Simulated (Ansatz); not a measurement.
AlH$_{3}$OS$_{2}$, SMILES `[OH][Al]([SH])[SH]`. Charge 0, multiplicity 1.

Cartesian coordinates in Å:
```
O -0.845 0.485 -1.446
Al 0.028 -0.032 -0.097
S -0.600 0.689 1.853
S 1.728 -1.377 -0.297
H -0.659 0.231 -2.348
H -1.603 1.400 1.306
H 1.951 -1.396 1.029
```

Q: Give the diagnostics of a CCSD(T)/def2-TZVPP run (frozen core, the Gaussian-basis code of Ansatz). (Estimate.)

A: Computed: T1 = 0.0118, largest single amplitude 0.024, largest double 0.023, (T) share of the correlation energy 4.0 %, 9 CCSD cycles. The RHF solution is stable towards an unrestricted one. T1 lies under the customary mark of 0.02 for closed shells.
